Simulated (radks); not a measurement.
Results of a calculation; reference values are marked as such.
Species: Tl LXXIX. Configuration: [He] 2s1.

Code: a radial shooting solver on a logarithmic mesh with Libxc functionals. Model: Dirac Kohn-Sham, LB94 model potential, spin-unpolarised, spherical densities, finite nucleus; Fermi nuclear charge, rms radius 5.4759 fm.

Energy parts (hartree):
| part | energy |
|---|---|
| kinetic | 10057.2235 |
| electron-nucleus | -18246.2776 |
| Hartree | 164.8931 |
(The LB94 potential has no energy functional, so no total or exchange-correlation energy is given.)

Orbitals (lengths in bohr, moments of r in powers of bohr; <r^-3> diverges for s and p1/2):
| orbital | occ. | eigenvalue (hartree) | <r^-3> | <r^2> | <r> | small-component weight |
|---|---|---|---|---|---|---|
| 1s1/2 | 2 | -3544.019 | - | 0.0003647 | 0.01624 | 9.57e-02 |
| 2s1/2 | 1 | -891.3029 | - | 0.005052 | 0.06504 | 2.40e-02 |

The highest occupied level is 2s1/2 at -24254 eV. Summed over all electrons, <r^2> = 0.005781 bohr^2, which gives a Langevin (diamagnetic) susceptibility term of -0.00458 x 10^-6 cm^3/mol. For comparison, the ionisation energy in NIST's Atomic Spectra Database is 24234.1 eV (theoretical). In exact Kohn-Sham theory the highest level is minus the ionisation energy, but local and semilocal functionals leave it too shallow, through self-interaction and a potential that decays too fast; potentials with the right tail come closer.

Beside tabulated values, note that spin-unpolarised runs miss the spin-polarisation part of the exchange energy of open shells.
